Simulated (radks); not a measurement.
The numbers below are computed, except where a source is named.
Orbital eigenvalues (eV) of the tantalum ion Ta2+, [Xe] 4f14 5d3, at several levels of relativity; Dirac values are averaged over j with weights 2j + 1. Spin-unpolarised spherical Kohn-Sham, BLYP, point nucleus unless stated (finite: rms radius 5.3507 fm), a radial shooting solver on a logarithmic mesh with Libxc functionals. A level marked "c x" has the speed of light scaled by that factor and shares open shells by 2j + 1; other Dirac levels either fill j = l - 1/2 first or share by 2j + 1.

shell  non-rel.  Dirac, 2j+1 shares  Dirac, low j first  Dirac, 2j+1 shares, finite nucleus  change of magnitude, last against first (%)
2s       -10167              -11568              -11568                              -11565                                       +13.75
2p      -9740.2              -10209              -10208                              -10209                                        +4.81
3s      -2320.0             -2661.6             -2661.2                             -2660.8                                       +14.69
3p      -2122.8             -2251.7             -2251.3                             -2251.7                                        +6.08
3d      -1754.9             -1740.9             -1740.5                             -1740.9                                        -0.80
4s      -470.35             -554.74             -554.33                             -554.55                                       +17.90
4p      -388.50             -418.96             -418.56                             -418.97                                        +7.84
4d      -239.66             -237.05             -236.65                             -237.06                                        -1.08
5s      -75.024             -88.292             -87.922                             -88.259                                       +17.64
5p      -51.925             -55.284             -54.953                             -55.285                                        +6.47
4f      -47.019             -40.022             -39.620                             -40.026                                       -14.87
5d      -18.882             -18.295             -18.083                             -18.295                                        -3.11
